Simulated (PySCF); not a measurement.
## Working out the ionisation energy of N(2+)

N(2+) [He] 2s2 2p1 (2P) → N(3+) [He] 2s2 (1S). All numbers are calculated (PySCF 2.14, the spin-free X2C one-electron Hamiltonian (Gaussian nucleus), in x2c-QZVPPall (7s4p3d2f1g, 57 functions)). Frozen: nothing. Energies in hartree (1 hartree = 27.21139 eV):

| part | N(2+) (lower) | N(3+) (upper) |
| --- | --- | --- |
| UHF | -52.850162 | -51.111983 |
| MP2 opposite-spin | -0.075627 | -0.070451 |
| MP2 same-spin | -0.005615 | -0.000900 |

Task: What does Hartree-Fock give?

Result: (-51.111983) − (-52.850162) = 1.738179 hartree = 47.298 eV.

Task: What do MP2 and SCS-MP2 (6/5 opposite-spin, 1/3 same-spin) give?

Result: The opposite-spin parts differ by 0.141 eV and the same-spin parts by 0.128 eV. MP2: 47.298 + (0.141) + (0.128) = 47.567 eV. SCS-MP2: 47.298 + 1.2 × (0.141) + (0.128)/3 = 47.510 eV.

A first-order spin-orbit estimate adds 0.015 eV to MP2 (valence and next inner shell), giving 47.582 eV against 47.445 eV (semi-empirical (NIST evaluation); NIST Atomic Spectra Database, ionization energies).

What remains against the reference includes basis incompleteness and correlation beyond second order.
